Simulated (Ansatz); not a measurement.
Geometry optimisation, Ansatz, DFT PBE, scalar-relativistic, plane waves, PAW.

Input file:

```yaml
accuracy: low
crystal:
  lattice:
    - [6.42, 0.0, 0.0]
    - [-4.815, 8.339825, 0.0]
    - [0.0, 0.0, 5.21304]
  atoms:
    - { symbol: Mg, position: [0.0, 0.0, 0.0] }
    - { symbol: Mg, position: [0.1666667, 0.2222222, 0.5] }
    - { symbol: Mg, position: [0.0, 0.3333333, 0.0] }
    - { symbol: Mg, position: [0.1666667, 0.5555556, 0.5] }
    - { symbol: Mg, position: [0.0, 0.6666667, 0.0] }
    - { symbol: Mg, position: [0.1666667, 0.8888889, 0.5] }
    - { symbol: Mg, position: [0.5, 0.0, 0.0] }
    - { symbol: Mg, position: [0.6666667, 0.2222222, 0.5] }
    - { symbol: Mg, position: [0.5, 0.3333333, 0.0] }
    - { symbol: Mg, position: [0.6666667, 0.5555556, 0.5] }
    - { symbol: Mg, position: [0.5, 0.6666667, 0.0] }
    - { symbol: Mg, position: [0.6666667, 0.8888889, 0.5] }
    - { symbol: H, position: [0.3455285, 0.7810636, 0.2532017] }
basis:
  ecutwfc: 420.0
kpoints:
  mp_grid: { grid: [2, 2, 2] }
hamiltonian:
  xc: pbe
scf:
  occupations: { method: fermi_dirac, width: 0.05 }
  lower_state_search: "off"
relax:
  f_tol: 0.08
  max_steps: 25
  adjacent_minimum: "off"
```

Run as:

```bash
$ ansatz run input.yaml --threads 1 --pin off --max-ram 3072MiB --backend cpu --events-out ev --progress --plain --runs-dir out
```

Where does it end, and by what steps?

The forces met the threshold. The threshold is loose, so the end isn't yet a minimum. Limits of this set-up: coarse k mesh, odd electron count without spin, low accuracy level. After 2 steps the energy has fallen by 0.024 eV; Mg6 moved furthest, 0.04 Å.

| step | energy less start (eV) | largest force component (eV/Å) | accepted |
| --- | --- | --- | --- |
| 0 | 0.0000 | 0.168 | yes |
| 1 | 0.0126 | 0.251 | no |
| 2 | -0.0239 | 0.039 | yes |

```xyz
13
Lattice="6.4200 0.0000 0.0000 -4.8150 8.3398 0.0000 0.0000 0.0000 5.2130" Properties=species:S:1:pos:R:3
Mg -0.002 0.015 -0.003
Mg 0.012 1.855 2.634
Mg -1.600 2.780 0.013
Mg -1.603 4.646 2.621
Mg -3.193 5.554 -0.030
Mg -3.194 7.404 2.647
Mg 3.212 -0.013 -0.016
Mg 3.205 1.855 2.595
Mg 1.593 2.779 -0.029
Mg 1.613 4.620 2.611
Mg -0.016 5.571 -0.039
Mg -0.020 7.418 2.636
H -1.549 6.511 1.319
```

Run time: 11 s on 1 thread of Intel(R) Xeon(R) Platinum 8488C (Sapphire Rapids), with other jobs on the host, peak memory 0.57 GiB.
